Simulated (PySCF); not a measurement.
A GIAO shielding run with PySCF 2.14 (density fitting, non-relativistic, gas phase) on SMILES C1[C@H](C(=C)C)[AlH][CH2]C1, C7H13Al:

```
$ OMP_NUM_THREADS=1 python probes_run.py task.json out

{"job": {"kind": "nmr", "xc": "PBE0", "basis": "pcSseg-1"}, "charge": 0, "multiplicity": 1}
C     -1.748952     1.564386     0.323662
C     -1.552934     0.296816    -0.083574
C     -2.707121    -0.661468    -0.175960
C     -0.223877    -0.292242    -0.426719
C      0.921167     0.656530    -0.821758
C      2.291623     0.002929    -0.592815
C      2.425555    -0.460386     0.870356
Al     0.596467    -1.111630     1.185361
H     -2.746198     1.912359     0.604117
H     -0.938976     2.295359     0.378289
H     -2.844867    -0.996869    -1.217967
H     -2.519937    -1.569654     0.423019
H     -3.647527    -0.210441     0.169353
H     -0.354556    -1.061699    -1.211373
H      0.813272     1.002657    -1.864524
H      0.876428     1.566586    -0.197952
H      2.385977    -0.869126    -1.266498
H      3.097252     0.697550    -0.887778
H      3.255853    -1.166355     1.029385
H      2.633033     0.406945     1.526225
H     -0.078501    -1.967146     2.345204
```

Hardware: 1 thread of an Arm Neoverse N1, shared host. The job also computes population analyses, field gradients, ring-centre shieldings.

(1) How large is the calculation?

(2) How long does it take, and how much memory does it need?

## Answers

(1) 68 electrons, 208 basis functions and 1096 auxiliary functions.

(2) 70 s of wall time, with 13 SCF cycles and 5 response iterations; peak memory 0.98 GiB. Times on a shared host scatter by some tens of per cent.
